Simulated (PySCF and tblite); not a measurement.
Values are calculated unless marked as measured or tabulated.
Stationary points of C7H6ClF at PBE0-D3(BJ)/def2-SVP, in Å:

Structure A

```
 1 C    -2.654    0.410   -0.315
 2 C    -1.728   -0.362    0.270
 3 Cl   -2.257   -1.685    1.271
 4 C    -0.287   -0.185    0.137
 5 C     0.735   -0.882    0.700
 6 F     0.673   -1.910    1.520
 7 C     2.062   -0.348    0.286
 8 C     1.685    0.780   -0.619
 9 C     0.344    0.860   -0.692
10 H    -2.361    1.250   -0.946
11 H    -3.717    0.216   -0.170
12 H     2.651   -0.021    1.162
13 H     2.665   -1.125   -0.219
14 H     2.403    1.423   -1.128
15 H    -0.218    1.586   -1.280
```

Structure B

```
 1 C    -2.596    0.571    0.039
 2 C    -1.715   -0.431    0.123
 3 Cl   -2.282   -2.056    0.392
 4 C    -0.264   -0.287   -0.030
 5 C     0.738   -0.974    0.675
 6 F     0.540   -1.899    1.599
 7 C     2.003   -0.478    0.331
 8 C     1.755    0.587   -0.675
 9 C     0.367    0.661   -0.859
10 H    -2.243    1.595   -0.097
11 H    -3.669    0.390    0.115
12 H     2.005    0.808    0.585
13 H     2.974   -0.889    0.602
14 H     2.538    1.059   -1.268
15 H    -0.148    1.344   -1.533
```

Structure C

```
 1 C    -2.637    0.533    0.134
 2 C    -1.723   -0.435    0.017
 3 Cl   -2.218   -2.098   -0.144
 4 C    -0.274   -0.217   -0.021
 5 C     0.735   -0.985    0.724
 6 F     0.400   -1.969    1.538
 7 C     1.976   -0.528    0.482
 8 C     1.855    0.609   -0.481
 9 C     0.387    0.722   -0.737
10 H    -2.312    1.567    0.267
11 H    -3.705    0.311    0.110
12 H     2.265    1.550   -0.068
13 H     2.901   -0.901    0.918
14 H     2.411    0.427   -1.420
15 H    -0.069    1.435   -1.424
```

The path came from a restrained scan, a climbing-image band and a saddle search at GFN2-xTB; energies are PBE0/pcSseg-1 + D3(BJ)//PBE0-D3(BJ)/def2-SVP, thermal terms GFN2-xTB.

Question: Which structure is a saddle point, and along which motion?

Answer: B: one imaginary mode (1209i cm⁻¹ at GFN2-xTB, mostly on H12, C8, C7), along the shift of hydrogen on C7 from C7 to C8.

Question: Give their symmetry and energies above the lowest.

Answer: A C1, 0.2 kcal/mol; B C1, 29.3 kcal/mol; C C1, 0.0 kcal/mol.

Tunnelling of the moving H, left out here, will speed the real process.
